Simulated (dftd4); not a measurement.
dimethyl carbonate (C3H6O3), singlet, at a GFN2-xTB geometry; D4 for b3lyp run with dftd4.

The dftd4 input:
```
$ dftd4 mol.xyz --func b3lyp --charge 0 --json dftd4.json --noedisp

# file mol.xyz
12

C      2.32517331     0.09994214     0.05033470
O      1.10482066    -0.54437804     0.39359877
C     -0.00225252     0.06041020    -0.03827659
O     -0.04037348     1.07614926    -0.67209545
O     -1.06015611    -0.65053184     0.35332550
C     -2.32406787    -0.12639913    -0.03399431
H      2.33572923     1.12457047     0.42682949
H      3.11149818    -0.48764306     0.51637074
H      2.45383247     0.12126973    -1.03361495
H     -3.06483642    -0.80965771     0.37240314
H     -2.40104093    -0.07929089    -1.12196490
H     -2.46262854     0.87711717     0.37296294
```

Problem. What does dftd4 print? Leave out banner, timings and long lists.

Solution. 
```
                    ____  _____ _____     ____  _  _
      -------------|  _ \|  ___|_   _|---|  _ \| || |------------
     |             | | | | |_    | | ___ | | | | || |_           |
     |             | |_| |  _|   | ||___|| |_| |__   _|          |
     |             |____/|_|     |_|     |____/   |_|            |
     |             ===================================           |
     |            E. Caldeweyher, S. Ehlert & S. Grimme          |
     |          Mulliken Center for Theoretical Chemistry        |
     |                    University of Bonn                     |
      -----------------------------------------------------------

Rational (Becke-Johnson) damping: b3lyp-D4-ATM
---------------------
  s6         1.0000
  s8         2.0293
  s9         1.0000
  a1         0.4087
  a2         4.5381
 alp        16.0000
--------------------

Dispersion energy:      -1.1707043569582E-02 Eh

[Info] JSON dump of results written to 'dftd4.json'
```
